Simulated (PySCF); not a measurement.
# Calculated NMR data

PySCF 2.14.0 with density-fitted response routines calculation with geometry from GFN2-xTB and GIAO PBE0/pcSseg-1 shieldings; one conformer, non-relativistic, one averaged value for each set of equivalent atoms, no solvent.

δ = σ(ref) − σ, references computed at the same level: TMS for ¹H, ¹³C. Splittings of carbon signals by F and P are missing where no couplings were computed. Where no couplings were computed, multiplicities follow the n + 1 count of equivalent neighbours, and m marks all less simple cases (inequivalent or close neighbours, rings, F or P nearby). Shifts are as computed. Against solution values, carbons near 30 ppm lie about +3 ppm off and those near 130 ppm about +5 ppm. Of 1309 compounds with measured shifts, 239 miss one by over three times the rms of a fit or turn the order of signals round; such compounds aren't used in these exercises. OH and NH positions are gas-phase values without hydrogen bonding to other molecules.

**1.** `C/C(=C/F)[SiH2]C#N`, C$_{4}$H$_{6}$FNSi. ¹H NMR (600 MHz, computed): δ 7.24 (m, 1H), 4.89 (s, 2H), 2.01 (s, 3H). ¹³C{¹H} NMR (computed): δ 166.3 (CH), 123.1 (C), 111.5 (C), 16.9 (CH3).

**2.** SMILES C/C(=C\F)[SiH2]C#N, C$_{4}$H$_{6}$FNSi. ¹H NMR (600 MHz, computed): δ 6.82 (m, 1H), 4.60 (s, 2H), 2.13 (s, 3H). ¹³C{¹H} NMR (computed): δ 163.5, 122.8, 112.9, 12.9.

**3.** `N[Si@@H](/C=C/C#C)F`, C$_{4}$H$_{6}$FNSi. ¹H NMR (600 MHz, computed): δ 6.78 (m, 1H), 6.35 (m, 1H), 5.05 (m, 1H), 3.04 (d, 1H), 1.31 (br s, 2H). ¹³C{¹H} NMR (computed): δ 149.8, 136.9, 93.6, 87.4.

**4.** `C1(C#N)(F)C[SiH2]C1`, C$_{4}$H$_{6}$FNSi. ¹H NMR (600 MHz, computed): δ 4.58 (m, 1H), 4.53 (m, 1H), 2.41 (m, 2H), 2.39 (m, 2H). ¹³C{¹H} NMR (computed): δ 124.9 (C), 85.2 (C), 28.0 (CH2).
